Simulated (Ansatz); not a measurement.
XGe6: binding per atom (eV) at several levels, gas phase, relaxed structures; Ansatz. Clusters are the lowest isomers that short searches found in that spin, judged at the geometry's level. Core potentials for Sn in the def2 sets, no spin–orbit coupling. Binding counts from free atoms in the multiplicity of their measured ground term, without zero-point energy. The structures are stationary points that may keep the symmetry of their start.

| species | state | geometry | PBE-D4/def2-SVP | PBE-D4/def2-TZVP | r2SCAN-D4/def2-TZVP | r2SCANh-D4/def2-TZVP | PBE0-D4/def2-SVP |
| --- | --- | --- | --- | --- | --- | --- | --- |
| SnGe6 | singlet | PBE-D4/def2-SVP | 3.29 | 3.31 | 3.19 | 3.15 | 3.12 |
| SiGe6 | singlet | B3LYP-D4/def2-SVP | 3.43 | 3.46 | 3.34 | 3.29 | 3.26 |
| Ge6N | doublet | PBE-D4/def2-SVP | 3.31 | 3.33 | 3.15 | 3.07 | 3.08 |

Task: Estimate the column for PBE0-D4/def2-TZVP.

Result: SnGe6 3.16; SiGe6 3.30; Ge6N 3.10.
